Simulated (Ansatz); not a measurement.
A structure relaxed at PBE0-D4/def2-TZVP, charge 0, multiplicity 1:

```xyz
10

F    -0.072    2.477    0.097
Si   -0.622    0.994    0.135
Cl   -2.642    1.159    0.013
C     0.265   -0.293   -0.854
C     0.576   -0.851    0.554
O    -0.083    0.124    1.417
H     1.140    0.042   -1.408
H    -0.342   -0.947   -1.476
H     1.641   -0.869    0.789
H     0.142   -1.835    0.733
```

Give its formula and SMILES.

C2H4ClFOSi, `F[Si]1(Cl)CCO1`.

Summarise the bond lengths by kind.

1 × F–Si 1.583 Å; 1 × Cl–Si 2.030 Å; 1 × C–Si 1.850 Å; 1 × O–Si 1.640 Å; 1 × C–C 1.545 Å; 4 × C–H 1.088 to 1.091 Å; 1 × C–O 1.459 Å.

All numbers were calculated with Ansatz.
